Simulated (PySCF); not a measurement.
Species: C8H9FOS.
Atom-mapped SMILES: `[CH3:1][S@:2](=[O:3])[c:4]1[cH:5][cH:6][cH:7][cH:8][c:9]1[CH2:10][F:11]` (hydrogens: H12, H13, H14 on C1; H15 on C5; H16 on C6; H17 on C7; H18 on C8; H19, H20 on C10)

Computed with PySCF at PBE0/pcSseg-1, non-relativistic, on one gas-phase PBE0-D3(BJ)/def2-SVP geometry that isn't relaxed in the solvent. The solvent is an IEF-PCM continuum (Bondi radii, 1.10 Å for H, scaled by 1.2). The model holds no explicit solvent molecules, cavitation or dispersion.

Gas phase at PBE0/pcSseg-1: HOMO -6.80 eV, LUMO -1.11 eV, dipole 4.24 D.

Problem. What does the continuum do to the energy, the frontier levels and the dipole at PBE0/pcSseg-1 in chloroform and dimethylsulfoxide?

Solution. 
```csv
solvent,ε,E(solvent) − E(gas) (kcal/mol),polarisation term (kcal/mol),distortion of the solute (kcal/mol),HOMO (eV),LUMO (eV),dipole (D)
chloroform,4.711,-6.42,-7.21,0.79,-6.82,-0.98,5.23
dimethylsulfoxide,46.83,-9.04,-10.67,1.63,-6.84,-0.96,5.69
```

The first energy column is the sum of the next two and covers electrostatics alone. From chloroform to dimethylsulfoxide the lowering changes by a factor 1.41, Onsager's factor (ε − 1)/(2ε + 1) by 1.36 and ε itself by 9.9.

Problem. Which radius a makes the point-dipole formula ΔE = −[(ε − 1)/(2ε + 1)]·μ²/a³ give the value in dimethylsulfoxide, with the gas-phase dipole?

Solution. μ = 1.668 au and |ΔE| = 0.01441 Eh give a = 2.40 Å; the farthest nucleus lies 3.76 Å from the centroid of the nuclei, so such a sphere wouldn't even hold the nuclei. The formula assumes a rigid point dipole at the centre of a sphere.

Problem. Which Hirshfeld charges (PBE0/pcSseg-1) respond most in chloroform (means over atoms taken as equivalent)?

Solution. 
| atoms | environment | gas (e) | solvent (e) | change |
| --- | --- | --- | --- | --- |
| O3 | sulfinyl oxygen | -0.350 | -0.382 | -0.032 |
| H15 | aromatic hydrogen | +0.048 | +0.057 | +0.009 |
| F11 | alkyl fluorine | -0.104 | -0.113 | -0.009 |
| H12/H13/H14 | methyl hydrogen | +0.053 | +0.060 | +0.007 |
| H16 | aromatic hydrogen | +0.055 | +0.062 | +0.007 |
| C1 | S-methyl carbon | -0.127 | -0.121 | +0.006 |
| H17 | aromatic hydrogen | +0.056 | +0.062 | +0.006 |
| C8 | aromatic CH carbon | -0.050 | -0.055 | -0.005 |

Problem. Which Mayer bond orders change most in chloroform?

Solution. 
| bond | length (Å) | gas | solvent | change |
| --- | --- | --- | --- | --- |
| S2–O3 | 1.504 | 1.498 | 1.468 | -0.030 |
| C1–S2 | 1.819 | 0.884 | 0.896 | +0.012 |
| S2–C4 | 1.805 | 0.919 | 0.931 | +0.012 |
| C10–F11 | 1.373 | 0.876 | 0.867 | -0.009 |
| C8–C9 | 1.398 | 1.442 | 1.436 | -0.006 |
| C9–C4 | 1.405 | 1.327 | 1.322 | -0.005 |
| C1–H14 | 1.099 | 0.949 | 0.945 | -0.004 |
| C1–H12 | 1.099 | 0.939 | 0.935 | -0.004 |

Problem. How do the nuclear quadrupole coupling constants eQVzz/h respond in chloroform?

Solution. 
| nucleus | Q (barn) | gas (MHz) | solvent (MHz) | η gas | η solvent |
| --- | --- | --- | --- | --- | --- |
| 33S at S2 | -0.06781 | 34.36 | 34.43 | 0.10 | 0.16 |
| 17O at O3 | -0.0256 | -11.74 | -11.57 | 0.30 | 0.29 |

Time: 53 s; peak memory 1.3 GiB. Hardware: one thread, Arm Neoverse V1 (aarch64), no GPU, shared host with 32 logical CPUs at a one-minute load of 28. This is the whole shielding run at PBE0/pcSseg-1 in dimethylsulfoxide, SCF included.

The values belong to the conformer `[CH3:1][S@:2](=[O:3])[c:4]1[cH:5][cH:6][cH:7][cH:8][c:9]1[CH2:10][F:11]`: C1–S2–C4–C5 -94°, C8–C9–C10–F11 4°.
